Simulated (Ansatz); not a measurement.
Program: Ansatz. Geometries: PBE0-D4/def2-TZVP. ΔE: electronic, gas phase. CBS: MP2 limit from def2 TZ/QZ plus the TZ coupled-cluster correction, frozen cores. DFT in def2-TZVPP. B3LYP here is the variant with VWN-RPA as its local correlation; programs differ in this. For Ge outer-core shells are correlated without core-valence functions, which leaves a few kJ/mol of doubt a bond. Scalar relativity is left out up to krypton. Each species was taken in one conformer, which may not be the lowest.

Reaction (redistribution): `[OH][GeH2][NH][SiH](O)O` + `[SiH3]N[SiH](Cl)Cl` → `O[SiH](O)N[SiH](Cl)Cl` + `[OH][GeH2][NH][SiH3]`

`[OH][GeH2][NH][SiH](O)O`:

```xyz
13

O     1.917    1.009   -0.464
Ge    0.252    1.686   -0.536
N    -0.862    0.519    0.317
Si   -0.781   -1.177    0.075
O    -0.627   -1.823    1.579
O     0.455   -1.469   -0.951
H     2.302    1.073    0.413
H     0.187    3.040    0.189
H    -0.011    1.752   -2.040
H    -1.302    0.859    1.158
H    -1.966   -1.781   -0.574
H    -0.814   -2.758    1.667
H     1.249   -0.929   -0.832
```

`[SiH3]N[SiH](Cl)Cl`:

```xyz
10

Si    0.556   -1.410    0.581
N     0.502    0.284    0.203
Si   -0.743    1.143   -0.565
Cl   -1.053    2.928    0.383
Cl   -0.301    1.593   -2.514
H     1.607   -2.110   -0.202
H    -0.776   -1.966    0.239
H     0.841   -1.616    2.024
H     1.343    0.812    0.398
H    -1.977    0.342   -0.546
```

`O[SiH](O)N[SiH](Cl)Cl`:

Z-matrix (Å, degrees):
```
Si
O 1 1.638
N 1 1.726 2 115.2
O 1 1.633 2 106.2 3 114.7
H 1 1.479 2 109.3 3 -122.3
H 2 0.959 1 117.6 3 70.6
Si 3 1.694 1 129.2 2 -76.2
H 3 1.013 1 114.1 2 95.2
H 4 0.958 1 116.6 2 28.4
Cl 7 2.044 3 110.2 1 135.8
Cl 7 2.054 3 107.2 1 16.0
H 7 1.472 3 116.2 1 -103.1
```

`[OH][GeH2][NH][SiH3]`:

Cartesian coordinates in Å:
```
O -2.526 -0.273 0.513
Ge -1.265 0.551 -0.436
N 0.342 0.511 0.439
Si 1.745 -0.409 0.056
H -2.310 -1.191 0.694
H -1.798 1.984 -0.536
H -1.040 -0.154 -1.782
H 0.369 1.069 1.280
H 2.942 0.450 -0.156
H 2.093 -1.388 1.125
H 1.447 -1.151 -1.196
```

```json
{"level": "PBE0-D4", "ΔE (kJ/mol)": "11.5"}
{"level": "B2PLYP", "ΔE (kJ/mol)": "11.4"}
{"level": "B3LYP", "ΔE (kJ/mol)": "10.9"}
{"level": "HF/def2-TZVPP", "ΔE (kJ/mol)": "4.1"}
{"level": "MP2/def2-TZVPP", "ΔE (kJ/mol)": "11.8"}
{"level": "CCSD(T)/def2-TZVPP", "ΔE (kJ/mol)": "12.1"}
{"level": "HF/def2-QZVPP", "ΔE (kJ/mol)": "3.4"}
{"level": "HF/CBS(def2)", "ΔE (kJ/mol)": "3.3"}
```

Problem. What does CCSD(T)/CBS give? (Estimate.)

Solution. The calculation gave: +11.2 kJ/mol. The listed levels differ from it by 0.3, 0.2, -0.3, -7.1, 0.6, 0.9, -7.8, -7.9 kJ/mol.

Largest T1 diagnostic among the species: 0.012.

In def2-TZVPP, CCSD(T) changes the Hartree–Fock value by +8.0 kJ/mol (the triples alone add +1.4 kJ/mol) and MP2 by +7.7 kJ/mol.
